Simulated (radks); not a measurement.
Excited configurations of Co+: one electron is placed in a higher orbital outside [Ar] 3d7. The ground configuration is [Ar] 3d8. Method: non-relativistic Kohn-Sham, PBE, spin-polarised, spherical densities, point nucleus; open shells are filled with parallel spins first; computed with a radial shooting solver on a logarithmic mesh with Libxc functionals. Excitation = E - E(ground); binding = E(ion) - E, where the ion is the core of charge +2; n* = 2/sqrt(2 binding) in atomic units, and the quantum defect is n - n*.

outer orbital  excitation (eV)  binding (eV)  quantum defect  eigenvalue (eV)  <r> (bohr)
4d                      11.999         6.102           1.013           -4.442       5.422
5s                      10.941         7.160           2.243           -5.718       5.986
5f                      15.685         2.416           0.253           -1.871       14.75
6s                      14.100         4.001           2.312           -3.244       10.71
7d                      16.384         1.717           1.370           -1.400       24.00

The Delta-SCF ionisation energy is 18.101 eV (NIST Atomic Spectra Database: 17.084 eV, measured). Self-interaction in the functional shifts the binding energies and quantum defects, so they are the method's values and not measured ones. Open shells are spherical and high-spin; term and fine-structure splittings are not resolved.
